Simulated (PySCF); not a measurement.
## Correlation energy of I⁺ (iodine, charge +1)

[Kr] 4d10 5s2 5p3 6s1, high-spin 5S determinant (an excited configuration). All numbers are calculated (PySCF 2.14, a scalar-relativistic core potential, in aug-cc-pVQZ-PP with ECP28MDF (7s7p5d3f2g, 92 functions)). Frozen: 4s2 4p6 4d10; 6 electrons correlated.

MP2 pair energies summed by pair of shells (mhartree):

| pair | energy | share (%) |
| --- | --- | --- |
| 5s-5p | -48.10 | 55.4 |
| 5p-5p | -15.08 | 17.4 |
| 5p-6s | -9.38 | 10.8 |
| 5s-5s | -8.37 | 9.6 |
| 5s-6s | -5.89 | 6.8 |

Total MP2 correlation energy: -86.82 mhartree.

Same-spin part -27.92 and opposite-spin part -58.90 mhartree; SCS-MP2 scales them by 1/3 and 6/5 to -79.99 mhartree.
